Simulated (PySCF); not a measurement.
Input file for PySCF: R-MP2/6-31G* on CH4GeS (SMILES [CH3][Ge][SH]), a point of a torsion scan.

```python
from pyscf import gto, scf, dft, mp
from pyscf.data.elements import chemcore

mol = gto.M(
    atom='''
    C    -0.93630721   -0.12925279   -0.00932881
    Ge    0.20849005    1.53645542   -0.27400656
    S     2.22938575    0.54983572    0.20845084
    H    -0.62191801   -0.92754615   -0.68372038
    H    -1.99494712    0.06322512   -0.17985731
    H    -0.81572451   -0.50051721    1.00964436
    H     2.40600373    0.22975927   -1.06721804
    ''',
    basis='6-31g*',
    cart=True,
    charge=0, spin=0, verbose=3, max_memory=1800)
mf = scf.RHF(mol)
mf.conv_tol = 1e-8
mf.max_cycle = 100
mf.kernel()
if not mf.converged:
    mf = mf.newton().run(mf.mo_coeff, mf.mo_occ)
pt = mp.MP2(mf, frozen=chemcore(mol)).run()
```

It printed:

```
converged SCF energy = -2512.77697962094
E(RMP2) = -2513.27064336709  E_corr = -0.49366374615794
E(SCS-RMP2) = -2513.251416922  E_corr = -0.474437301060632
```

Self-consistency was reached.

Cost: about 1.9 core-seconds (a rough figure).
